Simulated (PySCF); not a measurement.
# Substituent chemical shifts

Parent skeleton `[SiH3:1][n:2]1[cH:3][cH:4][n:5][cH:6]1`; one hydrogen on atom 3 is replaced by X. Hydrogens on one atom are averaged.

- σ from GIAO-PBE0/pcSseg-1
- coordinates at the PBE0-D3(BJ)/def2-SVP level
- run in PySCF
- non-relativistic Hamiltonian, gas phase, one conformer, fast rotation and ring inversion assumed for equivalent nuclei

δ = σ(ref) − σ, references computed at the same level: $^{29}$Si and $^{13}$C and $^{1}$H against TMS; $^{15}$N vs NH3.

Parent (X = H): Si1 -49.7, N2 175.7, C3 124.3, C4 139.6, N5 311.7, C6 145.0, H(Si1) 5.03, H(C4) 7.41, H(C6) 7.27 ppm. Effects are Δδ = δ(X) − δ(H), positive for deshielding.

Known members:
| X | Si1 | N2 | C3 | C4 | N5 | C6 | H(Si1) | H(C4) | H(C6) |
| --- | --- | --- | --- | --- | --- | --- | --- | --- | --- |
| CH2SiH3 | -3.4 | +2.8 | +10.4 | -4.4 | +3.6 | -1.4 | -0.04 | -0.38 | -0.12 |
| COOH | -0.6 | +18.1 | +4.7 | +5.1 | +6.1 | +6.1 | +0.02 | +0.55 | +0.26 |
| Cl | -1.9 | +10.1 | +4.7 | -5.5 | +4.7 | -2.3 | -0.10 | -0.27 | -0.06 |

Four more derivatives gave (Δδ, ppm):
```
compound   Si1     N2     C3    C4    N5    C6  H(Si1)  H(C4)  H(C6)
       1  +2.8  +14.5   +6.2  +8.6  +0.8  +6.6   +0.08  +0.20  +0.24
       2  +3.4   +2.8   +5.6  +0.7  -0.1  +3.3   +0.02  +0.28  +0.11
       3  -2.5   +2.5  +14.4  -4.5  +2.7  -0.4   -0.09  +0.36  -0.11
       4  -0.2   +1.4  +24.3  -5.1  -0.4  +1.7   +0.14  -0.37  -0.04
```

Their substituents are B(OH)2, CF3, tBu, vinyl. Which is which?

Results:

1: X = B(OH)2 (OB(O)c1cncn1[SiH3]); 2: X = CF3 (FC(F)(F)c1cncn1[SiH3]); 3: X = vinyl (C=Cc1cncn1[SiH3]); 4: X = tBu (CC(C)(C)c1cncn1[SiH3]).

Experimental scales use liquid or dissolved standards, which lie at an offset from isolated NH3 (liquid NH3: subtract about 20 ppm). Unscaled 15N shifts of sp2 nitrogen come out 20 to 40 ppm too high even then.
